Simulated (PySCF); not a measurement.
TeF₄, SMILES [Te](F)(F)(F)F.

The structure is a stationary point at PBE0-D3(BJ)/def2-SVP. A frequency run showed that this geometry is not a minimum. The isomer is the one that the SMILES or the coordinates give; other isomers of the formula were not compared. The def2 effective core potentials stand for the cores of Te; spin–orbit coupling is left out.

Computed with TDDFT-ωB97X/def2-SVPD run with PySCF 2.14.0.

Vertical excitations; the highest root listed may be one member of a degenerate set.  State labels are in the subgroup C2v.

| state | symmetry | energy (eV) | λ (nm) | f | main pairs |
|---|---|---|---|---|---|
| S1 | A1 | 6.67 | 186 | 0.076 | HOMO→LUMO 97 % |
| S2 | A2 | 7.16 | 173 | 0.000 | HOMO−1→LUMO 95 % |
| S3 | B2 | 7.73 | 160 | 0.013 | HOMO−3→LUMO, HOMO→LUMO+2 (degenerate set) |
| S4 | B1 | 7.73 | 160 | 0.013 | HOMO−4→LUMO, HOMO→LUMO+1 (degenerate set) |
| S5 | A2 | 7.98 | 155 | 0.000 | HOMO−2→LUMO 68 %, HOMO−5→LUMO 22 % |
| S6 | B2 | 8.20 | 151 | 0.070 | HOMO−6→LUMO, HOMO−3→LUMO, HOMO→LUMO+2 (degenerate set) |
| S7 | B1 | 8.20 | 151 | 0.070 | HOMO−7→LUMO, HOMO−4→LUMO, HOMO→LUMO+1 (degenerate set) |
| S8 | B1 | 8.47 | 146 | 0.038 | HOMO−1→LUMO+2, HOMO−4→LUMO, HOMO→LUMO+1 (degenerate set) |
| S9 | B2 | 8.47 | 146 | 0.038 | HOMO−1→LUMO+1, HOMO−3→LUMO, HOMO→LUMO+2 (degenerate set) |
| S10 | B1 | 8.78 | 141 | 0.096 | HOMO−1→LUMO+2 28 %, HOMO−7→LUMO 27 %, HOMO→LUMO+1 18 %, HOMO−2→LUMO+2 9 % |
| T1 | A1 | 5.95 | 208 | 0 | HOMO→LUMO 96 % |
| T2 | B2 | 6.60 | 188 | 0 | HOMO→LUMO+2 (degenerate set) |
| T3 | B1 | 6.60 | 188 | 0 | HOMO→LUMO+1 (degenerate set) |
| T4 | A2 | 6.76 | 184 | 0 | HOMO−1→LUMO 90 % |
Triplets are in the Tamm–Dancoff approximation, which puts them higher than full response would, so one can lie above its singlet here.
